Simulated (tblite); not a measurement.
Run record: tight-binding relaxation, `FC(F)(F)[CH]N[SiH2][SiH3]` [radical].

Computed with GFN2-xTB geometry optimisation, gas phase (tblite 0.8.0). Start geometry: from a force field or distance geometry. The command runs a driver script over a list of jobs; the input below is this job's line of settings and its coordinates in Å.

Command:
```bash
OMP_NUM_THREADS=1 python probes_run.py task.json out
```

Input:
```
{"job": {"kind": "relax", "xc": "GFN2-xTB", "basis": "xTB"}, "charge": 0, "multiplicity": 2}
F      3.059800    -1.029000    -1.645400
C      2.463200    -0.126800    -0.797300
F      2.501300     1.103400    -1.420000
F      3.283100     0.012900     0.315500
C      1.041500    -0.455000    -0.433500
N      0.586400     0.398200     0.622000
Si    -0.982500    -0.046400     1.303700
Si    -2.523800     0.156700    -0.280400
H      0.846300    -1.524400    -0.278100
H      0.508600     1.364200     0.247600
H     -1.304300     0.927500     2.353000
H     -0.998500    -1.387800     1.915300
H     -3.592700    -0.872400    -0.153500
H     -3.061400     1.517800    -0.198900
H     -1.831400    -0.030900    -1.571800
```

Output:
```
step      E/eV     max force
  0    -771.92645    2.174
  1    -772.14391    1.325
  2    -772.27169    0.815
  3    -772.32244    0.641
  4    -772.41057    0.642
  5    -772.47288    0.591
  6    -772.50391    0.355
  7    -772.52317    0.342
  8    -772.54749    0.372
  9    -772.56818    0.355
... (80 lines left out)
 90    -772.68089    0.025
 91    -772.68097    0.024
 92    -772.68102    0.017
 93    -772.68106    0.017
 94    -772.68112    0.017
 95    -772.68124    0.036
 96    -772.68141    0.038
 97    -772.68157    0.044
 98    -772.68165    0.019
 99    -772.68169    0.010
```

«max force» is the largest atomic force in eV/Å.

**Question.** From which step on does the largest force stay under 0.1 eV/Å, and how much energy is left to gain from there?

**Answer.** From step 33 (0.079 eV/Å), 9.5 meV above the end.

Summary of the converged run: energy lowered by 17.4 kcal/mol over 99 steps; largest atomic force 0.010 eV/Å at the end.

**Question.** How long does this job take on Arm Neoverse N1, one thread, no GPU, shared host?

**Answer.** About 1.1 s.
Labels such as C1 count atoms from 1, the log's own numbers from 0.
